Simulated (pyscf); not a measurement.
## SnH₄, singlet

Gas-phase minimum from PySCF at ωB97X-D3(BJ)/def2-SVP, one conformer. 

```xyz
5

Sn     0.2635     0.3175    -0.4136
H      1.2833     1.4032    -1.2463
H      0.5985     0.3910     1.2581
H     -1.3659     0.7445    -0.6866
H      0.5384    -1.2688    -0.9796
```
Charge 0, spin multiplicity 1.

Bonded distances (Å): Sn1–H2 1.706, Sn1–H3 1.706, Sn1–H4 1.706, Sn1–H5 1.706. Angles (°): H2–Sn1–H3 109.5, H2–Sn1–H4 109.5, H2–Sn1–H5 109.5, H3–Sn1–H4 109.5, H3–Sn1–H5 109.5, H4–Sn1–H5 109.5.

Properties at ωB97X-D3(BJ)/def2-SVP:

Harmonic wavenumbers, unscaled: 716, 716, 716, 780, 780, 1981, 1981, 1981, 1988 cm⁻¹
Zero-point energy: 16.6 kcal/mol
Rotational symmetry number: 12
Entropy of this conformer at 298 K and 1 atm, rigid rotor and harmonic oscillator, modes under 100 cm⁻¹ raised to 100: 227.8 J/(mol K)
Dipole moment: 0.00 D

Single-point totals, which compare only within one level (frozen core for MP2 and CC):

| level | total energy (hartree) |
|---|---|
| ωB97X-D3(BJ)/def2-TZVP | -216.75474 |
| PBE/def2-TZVP | -216.64790 |
| r²SCAN/def2-TZVP | -216.74119 |
| B3LYP-D3(BJ)/def2-TZVP | -216.75117 |
| PBE0-D3(BJ)/def2-TZVP | -216.66644 |
| M06-2X/def2-TZVP | -216.58039 |
| ωB97M-D3(BJ)/def2-TZVP | -216.70043 |
| HF/def2-TZVPP | -215.64428 |
| MP2/def2-TZVPP | -215.99488 |
| CCSD/def2-TZVPP | -216.01242 |
| CCSD(T)/def2-TZVPP | -216.02089 |

The CCSD(T) − MP2 part came from Ansatz, without density fitting, on the same reference. The frozen core leaves the outer d or s,p core shells of the metals and heavy elements correlated in the MP2 and CC values, and def2-TZVPP describes them poorly, so these totals are far from the basis limit. Elements past Kr carry the def2 core potentials, without spin-orbit coupling.
